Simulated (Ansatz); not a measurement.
Basis-set extrapolation for `N#Cc1cccc(C#N)c1` (PBE0-D4/def2-TZVP geometry, frozen core, the Gaussian-basis code of Ansatz). Multiplicity 1, RHF reference.

|  | def2-TZVPP | def2-QZVPP |
| --- | --- | --- |
| HF | -414.312208 | -414.328195 |
| MP2 correlation | -1.589177 | -1.691101 |
| CCSD(T) correlation | -1.687932 | not run |

Energies in hartree. Use E(X) = E(∞) + A·exp(−7.88·√X) for Hartree–Fock and E(X) = E(∞) + B·X^(−2.97) for correlation, with X = 3 and 4, and add CCSD(T) minus MP2 of the smaller set to the MP2 limit.

What is the CCSD(T) energy at the basis-set limit?

HF limit: -414.328195 + (-0.015987) × 0.13774 = -414.33040. MP2 limit: -1.691101 + (-0.101924) × 0.74074 = -1.76660. Higher-order term: -1.687932 − (-1.589177) = -0.09875. Total: -416.19575 hartree, 513.6 kJ/mol below CCSD(T)/def2-TZVPP.
